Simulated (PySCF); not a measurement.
## IBr: energy against distance

Set-up: PySCF, scalar-relativistic core potentials, basis sets I cc-pVTZ-PP with ECP28, Br cc-pVTZ-PP with ECP10. Energies in eV from I + Br in their ground configurations at the same level. All curves are PBE0. state 1: ¹Σ⁺ (singlet), closed shell; state 2: ³Π (triplet), unpaired electrons σ ↑, π ↑, a second solution, started from another occupation.

```tsv
R (Å)	state 1	state 2
2.130	-0.816	2.5509
2.229	-1.585	1.3208
2.328	-1.991	0.4813
2.403	-2.128	0.0431
2.477	-2.161	-0.2699
2.551	-2.119	-0.4847
2.650	-1.979	-0.6549
2.774	-1.722	-0.7342
2.923	-1.353	-0.7046
3.121	-0.842	-0.5559
```

Q: Put a parabola through the three lowest points of the state 1 curve and estimate Re, k and ωe (reduced mass 48.66 u; 1 eV/Å² = 0.16022 mdyn/Å; ωe = 1302.8·√(k/μ) cm⁻¹).

A: Through R = 2.403, 2.477, 2.551 Å the second-order coefficient is 6.85 eV/Å², so Re ≈ 2.473 Å, k ≈ 2.19 mdyn/Å and ωe ≈ 277 cm⁻¹. A polynomial fit of higher order to the unrounded PBE0 energies gives Re = 2.469 Å, k = 2.27 mdyn/Å, ωe = 281 cm⁻¹; anharmonicity and rounding make the difference.

The higher-order fit for each curve: state 1: Re = 2.469 Å, ωe = 281 cm⁻¹, De = 2.16 eV; state 2: Re = 2.806 Å, ωe = 176 cm⁻¹, minimum 0.74 eV below the ground-state fragments.

These are scalar-relativistic numbers at best; spin–orbit coupling would shift them, the dissociation energy most.
